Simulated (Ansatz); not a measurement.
`C=C(F)[SiH](O)F` + `[OH][GeH3]` → `O[SiH](F)[O][GeH3]` + `C=CF`  (ligand exchange at the Si–C bond)

Computed with Ansatz on PBE0-D4/def2-TZVP structures; ΔE is electronic, products minus reactants. CCSD(T)/CBS is the MP2 limit (def2-TZVPP, def2-QZVPP) plus CCSD(T) − MP2 in def2-TZVPP, frozen cores. Functionals use def2-TZVPP. HSE06 is defined as in plane-wave codes. For Ge outer-core shells are correlated without core-valence functions, which leaves a few kJ/mol of doubt a bond. Scalar relativity is left out up to krypton. One conformer a species, not always the lowest.

Is it downhill or uphill in electronic energy at CCSD(T)/CBS, and by how much? (An estimate is asked.)

Computed: Downhill: ΔE = -145.2 kJ/mol.

What do these levels give: PBE-D4, B97M-V, r2SCAN0-D4, HSE06-D4, B2PLYP, r2SCAN0, LC-ωPBE, HF/def2-SVP, MP2/def2-SVP, HF/def2-TZVPP, MP2/def2-TZVPP, MP2/def2-QZVPP? (Estimate.)

Computed: PBE-D4 -127.5, B97M-V -145.5, r2SCAN0-D4 -146.8, HSE06-D4 -136.4, B2PLYP -145.7, r2SCAN0 -146.7, LC-ωPBE -140.8, HF/def2-SVP -160.2, MP2/def2-SVP -145.1, HF/def2-TZVPP -165.3, MP2/def2-TZVPP -147.2, MP2/def2-QZVPP -147.4 kJ/mol.

Largest T1 diagnostic among the species: 0.012.

From PBE to PBE0 (25 % exact exchange), in def2-TZVPP and without D4, ΔE moves by −8.9 kJ/mol. In def2-TZVPP, CCSD(T) changes the Hartree–Fock value by +19.3 kJ/mol (the triples alone add +3.5 kJ/mol) and MP2 by +18.1 kJ/mol.
